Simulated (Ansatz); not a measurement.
Consider the ligand exchange at the Si–N bond: `BN[SiH3]` + `N1[SiH2]P1` → `[SiH3]N1[SiH2]P1` + `BN`.

Computed with Ansatz on PBE0-D4/def2-TZVP structures; ΔE is electronic, products minus reactants. CBS: MP2 limit from def2 TZ/QZ plus the TZ coupled-cluster correction, frozen cores. This one scheme is used for every species. Functionals use def2-TZVPP. B3LYP here is the variant with VWN-RPA as its local correlation; programs differ in this. HSE06 is defined as in plane-wave codes.

`BN[SiH3]`:

Z-matrix (Å, degrees):
```
Si
N 1 1.745
H 1 1.487 2 110.4
H 1 1.480 2 107.6 3 -120.5
H 1 1.487 2 110.4 3 119.0
B 2 1.399 1 126.7 3 120.4
H 2 1.011 1 116.7 3 -59.6
H 6 1.198 2 119.6 1 -180.0
H 6 1.198 2 119.0 1 -0.0
```

`N1[SiH2]P1`:

```xyz
7

N     0.085    0.845   -0.653
Si   -0.372   -0.746   -0.221
P     1.489    0.295    0.284
H    -0.342    1.750   -0.549
H    -1.395   -0.947    0.833
H    -0.497   -1.722   -1.325
H     1.032    0.524    1.631
```

`[SiH3]N1[SiH2]P1`:

Cartesian coordinates in Å:
```
Si -0.978 -1.262 0.416
N -0.044 0.167 0.250
Si 0.425 1.508 -0.699
P 1.461 0.698 1.043
H -1.195 -1.550 1.858
H -2.280 -1.051 -0.268
H -0.303 -2.443 -0.192
H -0.402 2.731 -0.601
H 0.902 1.248 -2.077
H 2.416 -0.048 0.270
```

`BN`:

```xyz
6

B    -0.532   -0.424   -0.057
N     0.548    0.436    0.058
H    -1.627    0.037   -0.210
H    -0.344   -1.604    0.001
H     1.493    0.118    0.189
H     0.462    1.437    0.019
```

| level | ΔE (kcal/mol) | difference from CCSD(T)/CBS |
| --- | --- | --- |
| LDA (SPW92) | -7.8 | 0.7 |
| revPBE-D4 | -8.8 | -0.3 |
| PBE0-D4 | -8.8 | -0.3 |
| B3LYP-D4 | -9.5 | -1.0 |
| r2SCANh-D4 | -8.7 | -0.2 |
| PBE-QIDH | -8.8 | -0.3 |
| PBE0 | -8.1 | 0.4 |
| HSE06 | -8.1 | 0.4 |
| CCSD(T)/def2-SVP | -10.0 | -1.5 |
| MP2/def2-QZVPP | -9.3 | -0.8 |
| CCSD(T)/CBS | -8.5 | 0 |

Largest T1 diagnostic among the species: 0.015.

Leaving LDA and LC-ωPBE aside and taking each functional with its dispersion term where it has one, the values, not all of them listed here, spread over 1.5 kcal/mol, from BHLYP-D4 to ωB97X-V. The D4 term adds −1.3 kcal/mol with B3LYP and −0.8 kcal/mol with PBE0; it sums over pairs of atoms, weighted by their polarisabilities, and B3LYP, whose exchange is more repulsive, gets the larger term.
